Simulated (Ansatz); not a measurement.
A structure relaxed at PBE0-D4/def2-TZVP, charge 0, multiplicity 1:

```xyz
6

O    -1.9448   -0.0515   -0.2926
W    -0.2712   -0.2848   -0.1911
O     0.5190    1.3860    0.0586
F     0.3321   -1.0953   -1.7437
S     0.1465   -1.5338    1.4799
H     1.2184    1.5794    0.6889
```

Problem. Give its formula and SMILES.

Solution. FHO2SW, `[O]=[W]([OH])([F])=[S]`.

Problem. Summarise the bond lengths by kind.

Solution. 2 × O–W 1.693 to 1.865 Å; 1 × F–W 1.852 Å; 1 × S–W 2.128 Å; 1 × H–O 0.961 Å.

Program: Ansatz 0.2.0.
